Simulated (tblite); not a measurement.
Species: C3H5F3OSi2.
Numbering: `[O:1]=[CH:2]/[C:3]([SiH3:4])=[CH:5]\[Si:6]([F:7])([F:8])[F:9]` (hydrogens: H10 on C2; H11, H12, H13 on Si4; H14 on C5)

A start from a force field or distance geometry was refined with tblite, GFN2-xTB geometry optimisation, gas phase. Values at the start:

```
  coordinate    start
       O1=C2  1.232 Å
       C2–C3  1.495 Å
      C2–H10  1.107 Å
      C3–Si4  1.856 Å
       C3=C5  1.339 Å
     Si4–H11  1.489 Å
      C5–Si6  1.830 Å
      C5–H14  1.090 Å
      Si6–F7  1.599 Å
      Si6–F8  1.605 Å
   C2–C3–Si4   113.0°
    C2–C3–C5   124.0°
   C3–C5–Si6   131.8°
   Si4–C3–C5   123.0°
   C5–Si6–F7   110.2°
   C5–Si6–F8   106.8°
   C5–Si6–F9   110.9°
   F7–Si6–F8   108.4°
C3–C5–Si6–F7      62°
```

Question: How do these coordinates change at the GFN2-xTB level?

Answer: 
| coordinate | GFN2-xTB (Å or °) | change |
| --- | --- | --- |
| C5–Si6 | 1.882 | +0.052 |
| C3–Si4 | 1.891 | +0.035 |
| C2–C3 | 1.464 | -0.031 |
| Si4–H11 | 1.460 | -0.029 |
| O1=C2 | 1.210 | -0.022 |
| C5–H14 | 1.079 | -0.011 |
| Si6–F7 | 1.588 | -0.011 |
| C2–H10 | 1.100 | -0.007 |
| C3=C5 | 1.342 | +0.003 |
| Si6–F8 | 1.603 | -0.002 |
| C2–C3–C5 | 114.0 | -10.0 |
| C3–C5–Si6 | 122.3 | -9.5 |
| C5–Si6–F7 | 118.5 | +8.3 |
| F7–Si6–F8 | 100.1 | -8.3 |
| C5–Si6–F9 | 118.5 | +7.6 |
| C2–C3–Si4 | 119.9 | +6.9 |
| C5–Si6–F8 | 103.0 | -3.8 |
| Si4–C3–C5 | 126.1 | +3.1 |
| C3–C5–Si6–F7 | 71 | +9 |

The energy falls by 10.0 kcal/mol over 47 L-BFGS steps, the largest force on an atom goes from 2.51 to 0.009 eV/Å, and the atoms move by 0.209 Å rms after alignment. The bond that changes most is C5–Si6 (alkene CH carbon to fluorine-bound silicon), which lengthens by 0.052 Å. Bonds longer at the end by more than 0.005 Å: 2 of 13; shorter: 9. Rotational constants go from 1873, 693.7, 587.9 to 2211, 678.2, 604.5 MHz.

Its GFN2-xTB frequencies are all real (lowest 33 cm⁻¹). The numbers are those of one conformer.

Shape of the structure used: `[O:1]=[CH:2]/[C:3]([SiH3:4])=[CH:5]\[Si:6]([F:7])([F:8])[F:9]`: O1–C2–C3–Si4 180°, C3–C5–Si6–F7 71°.

The numbers are calculated, not measured.
